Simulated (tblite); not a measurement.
C3H10O2Si3.
Cartesian coordinates in Å at the GFN2-xTB level; atoms count from 1:
```xyz
18
C3H10O2Si3 angstrom
C      3.0812   -0.3137   -0.2121
O      2.0406    0.6241   -0.3220
C      0.7766    0.2786    0.0924
C      0.4688   -0.9118    0.6073
O     -0.7624   -1.2840    1.0490
Si    -2.2609   -1.2627    0.3990
Si    -2.4821    0.8482   -0.5201
Si    -0.3702    1.7640   -0.1937
H      3.9662    0.1772   -0.6146
H      3.2618   -0.5930    0.8313
H      2.8694   -1.2175   -0.7939
H      1.1975   -1.7008    0.7611
H     -2.9997   -1.6348    1.6009
H     -2.3642   -2.3644   -0.5721
H     -3.5469    1.6552    0.0966
H     -2.8728    0.8170   -1.9407
H     -0.2695    2.6118    1.0059
H      0.2579    2.5128   -1.2861
```

Level: GFN2-xTB in tblite, geometry and Hessian alike; calculated harmonic values, unscaled, isolated species. Against measured fundamentals such values can be off by several per cent, at times by over 20. Modes of hydrogen on silicon can be 10 to 20 % off. One conformer, not necessarily the lowest.

Harmonic wavenumbers (cm⁻¹): 29.0, 76.1, 109.4, 183.5, 186.6, 221.7, 237.3, 312.0, 327.8, 341.3, 367.8, 385.8, 434.6, 439.7, 468.1, 510.9, 536.5, 564.4, 589.1, 628.4, 636.0, 666.3, 739.9, 774.8, 789.5, 793.7, 799.0, 837.3, 1005.6, 1117.6, 1128.8, 1163.7, 1204.6, 1312.6, 1397.5, 1469.6, 1490.0, 1665.6, 2141.9, 2151.3, 2166.4, 2173.3, 2228.4, 2279.2, 2919.1, 2937.8, 3006.9, 3020.7.

A = 1867, B = 862.5, C = 624.1 MHz; mass 161.999 u (most abundant isotopes); point group C1, symmetry number 1.

Question: What is the zero-point energy?

Answer: ½Σν̃ = 25484 cm⁻¹ = 72.86 kcal/mol.

Question: Give the ideal-gas entropy at 298.15 K and 1 bar in the rigid-rotor, harmonic-oscillator model (classical rotation).

Answer: Translation 41.18, rotation 30.15, vibration 34.85: S = 106.2 cal/(mol K).

Question: And Cp and H(298.15 K) − H(0)?

Answer: Cp = 46.37 cal/(mol K), of which vibrations give 38.42 (their classical limit is 48 R = 95.4); H(298.15 K) − H(0) = 8.03 kcal/mol without the zero-point energy, 5.66 from vibrations.

Question: What must be added to the electronic energy to get the Gibbs energy at 298.15 K and 1 bar?

Answer: ZPE + [H(298.15 K) − H(0)] − T·S = 72.86 + 8.03 − 31.66 = 49.23 kcal/mol.

Question: How do the functions run with temperature in this model?

Answer: 
```csv
T (K),S (cal/(mol K)),Cp (cal/(mol K)),H − H(0) (kcal/mol),G − H(0) (kcal/mol),ln q(vib)
50,60.9,12.9,0.51,-2.53,0.74
100,71.8,19.7,1.32,-5.86,1.98
373.15,117.4,53.5,11.79,-32.01,10.38
500,134.4,63.0,19.21,-48.01,14.35
750,162.6,75.6,36.66,-85.26,21.62
1000,185.5,83.7,56.64,-128.86,28.11
```

q(vib) and H(0) count from the zero-point level.

Question: Blend soft modes into free rotors: weight 1/[1 + (100 cm⁻¹/ν̃)⁴] for the oscillator and the rest for a rotor with moment μB/(μ + B), μ = h/(8π²ν), B = 10⁻⁴⁴ kg m². What vibrational entropy results?

Answer: 32.22 cal/(mol K) in place of 34.85, which changes −T·S at 298.15 K by +0.78 kcal/mol.

Hindered rotation and anharmonicity are outside this model. Other conformers, if any are populated, would add a mixing term that is left out. The structure is chiral; the term R ln 2 for an equal mix with its mirror image is left out.
